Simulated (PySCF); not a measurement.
## Dipole response of Si²⁺ (silicon, charge +2)

[Ne] 3s2, closed-shell 1S. Calculation: PySCF 2.14, in aug-cc-pV(Q+d)Z; no relativity, point nucleus. Coupled (time-dependent) response in atomic units; α is the mean over directions.

| method | mean α (bohr³) | C₆ (like pair) | S(−4) |
| --- | --- | --- | --- |
| UHF | 12.59 | 44.98 | 91.92 |
| PBE | 11.68 | 39.99 | 80.46 |
| PBE0 | 11.94 | 41.37 | 83.81 |
| MN15 | 11.70 | 38.95 | 86.17 |
| BLYP | 11.33 | 38.24 | 75.73 |

S(−4) is the Cauchy moment in α(ω) = α(0) + S(−4) ω² + …

α(iu) at PBE:

| u (hartree) | α(iu) (bohr³) |
| --- | --- |
| 0 | 11.68 |
| 0.0500 | 11.48 |
| 0.100 | 10.93 |
| 0.200 | 9.166 |
| 0.300 | 7.245 |
| 0.500 | 4.386 |
| 0.750 | 2.539 |
| 1.00 | 1.643 |
| 1.50 | 0.8745 |
| 2.00 | 0.5670 |
| 3.00 | 0.3209 |
| 5.00 | 0.1641 |

A single London oscillator, α(iu) = α/(1 + u²/ω²), gives C₆ = (3/4) ω α². Matching the computed C₆ needs ω = 4 × 39.99 / (3 × 11.68²) = 0.391 hartree.

For an ion, C₆ is the dispersion term alone; charge-induced terms of lower order in 1/R come first.
